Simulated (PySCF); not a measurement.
# RhSe₃⁺: from structure and modes to constants

Computed with PySCF, PBE, basis Rh def2-SVP with ECP28, Se def2-SVP (scalar-relativistic core potentials, no spin–orbit coupling, density fitting).

The singlet minimum has D3h symmetry. Masses (u): Rh 102.90550, Se 79.91652.

```xyz
4
charge 1 multiplicity 1, angstrom
Rh    0.0000    0.0000    0.0000
Se    2.2027    0.0000    0.0000
Se   -1.1013    1.9076    0.0000
Se   -1.1013   -1.9076    0.0000
```

Harmonic wavenumbers (cm⁻¹): 50.5 (a2'', ×1), 93.4 (e', ×2), 278.0 (a1', ×1), 387.3 (e', ×2).

Task: What is the harmonic zero-point energy?

Result: Half the sum of all 6 wavenumbers, 1290/2 = 645 cm⁻¹, which is 7.7 kJ/mol (1 cm⁻¹ = 0.0119627 kJ/mol).

Task: Find the vibrational entropy and heat capacity at 298.15 K.

Result: With u = 1.43878 ω/T, each mode gives S = R[u/(eᵘ−1) − ln(1−e⁻ᵘ)] and C = R u² eᵘ/(eᵘ−1)².
| ω (cm⁻¹) | u | S (J/(mol K)) | C (J/(mol K)) |
| --- | --- | --- | --- |
| 50.5 | 0.244 | 20.07 | 8.27 |
| 93.4 (×2) | 0.451 | 15.01 | 8.18 |
| 278.0 | 1.341 | 6.47 | 7.17 |
| 387.3 (×2) | 1.869 | 4.23 | 6.27 |
The sums over all modes are S = 65.0 and C = 44.3 J/(mol K); the softest mode gives 31 % of the entropy (each member, where degenerate).

Task: Give the standard entropy (298.15 K, 1 bar) by its translational, rotational, vibrational and spin parts, and Cp.

Result: Sackur–Tetrode with M = 342.66 u gives 181.6; rotation with symmetry number 6 gives 115.9; vibration 65.0; spin R ln 1 = 0.0. The total is 362.6 J/(mol K), and Cp = 4 R + 44.3 = 77.6 J/(mol K).

Only a few start shapes were tried, so a lower isomer may exist.
